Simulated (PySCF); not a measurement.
Molecule: SMILES F[Si](F)(F)[SiH2][Si](Cl)(Cl)Cl (H2Cl3F3Si3), singlet. Atoms near the plane z = 1.2 Å, at the GFN2-xTB optimised geometry (x, y, z in Å): Si2 (2.2, 0.9, 1.8), F3 (2.9, 2.2, 1.5), F4 (3.3, 0.1, 2.6), Si5 (1.3, -0.3, 0.0), Si6 (-1.0, -0.3, 0.0), Cl7 (-1.8, -1.2, 1.6), Cl8 (-1.8, 1.6, 0.0), H11 (1.8, -1.6, 0.0).

Computed with PBE/def2-TZVP (PySCF 2.14.0). Cells within 0.4 Å of a nucleus heavier than hydrogen are left out (blank, or x). The values are rescaled to run from 0 to 1.

```
|000000000000000000001111100|
|000000010000000000122333321|
|000011222111000001234555432|
|000122333322100002345677654|
|001233444432210112456899865|
|0123445555432211234679xx975|
|0123456665543222345689xx975|
|013455666654332344567999875|
|013456666654333445667888764|
|012445666654434456677777654|
|012345566554444566778776543|
|012344555555445567788766543|
|012345566655555667787766543|
|023455667666555667777765543|
|123466777776555666776655443|
|134567888876655556666554432|
|134678999876555555555443322|
|234678999886544445554433211|
|134578999876543444444332100|
|124567888875433334444321100|
|123456777665432233333221000|
|012345666554321122222210000|
|001234444433211011111100000|
|000122333322100000000000000|
|000011122110000000000000000|
|000000000000000000000000000|
|000000000000000000000000000|
```
Scale: ten equal steps from 0.000 (start of '0') to 1.00 (end of '9'), in the order '0123456789'; x runs from -4.00 to 4.00, y from -4.00 (bottom) to 4.00 (top).

Task: Which quantity is mapped?
A. Laplacian of the electron density
B. deformation density (molecule minus spherical neutral atoms)
C. an orbital amplitude
D. log10 of the electron density

Result: D, log10 of the electron density. In full: log10 of the electron density (e/bohr³), floored at −4.
